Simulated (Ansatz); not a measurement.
Cost and result up the ladder for Ge₃Se₄ (7 atoms). Charge 0, multiplicity 1. Geometry: PBE-D4/def2-SVP.

```xyz
7

Ge    0.9116   -1.3031    1.6161
Ge   -2.0845    0.8469   -0.2814
Ge    1.8184    0.7062   -2.0707
Se   -0.9655    0.4815    2.0722
Se   -1.6016   -1.4757    0.8541
Se   -0.4711    1.3893   -2.0055
Se    2.3926   -0.6452   -0.1849
```

Ansatz on 4 threads of Intel Xeon Platinum 8175M on a shared host. Times are rough, and most runs start from the orbitals of an earlier one. PBE0-D4/def2-TZVP serves as the yardstick here, not as an exact answer. Differences are given only for rows in sets of like size (and for xTB, whose basis is part of the method), since another set adds its own error. Binding counts from free atoms at the same level (Ge triplet, Se triplet; other spins of the atoms weren't run), without zero-point energy or a counterpoise term.

LC-ωPBE has ω = 0.4 bohr⁻¹. Correlated methods freeze 63 core orbitals; core or outer-core shells of Ge, Se are correlated, in sets that lack core-valence functions. The rows differ in basis, and correlated rows in double-zeta sets carry the largest basis error. Another isomer (singlet) lies 1.07 eV lower at PBE0-D4/def2-TZVP; other spin states weren't run for this one.

Correlated methods converge slowly with the basis, most of all in double-zeta sets.

| level | functions | wall time | binding energy per atom (eV) | difference from PBE0-D4/def2-TZVP (eV) |
| --- | --- | --- | --- | --- |
| PBE-D4/def2-SVP | 224 | 6.5 s | 3.15 | – |
| PBE-D4/def2-TZVP (with forces) | 336 | 14 s | 3.15 | 0.19 |
| RPA@PBE/def2-SVP | 224 | 16 s | 2.25 | – |
| PBE0-D4/def2-SVP | 224 | 19 s | 2.94 | – |
| LC-ωPBE/def2-TZVP | 336 | 21 s | 2.60 | -0.36 |
| MP2/def2-SVP | 224 | 23 s | 2.60 | – |
| r2SCAN-D4/def2-TZVP | 336 | 25 s | 2.99 | 0.03 |
| PBE0-D4/def2-TZVP | 336 | 49 s | 2.96 | 0.00 |
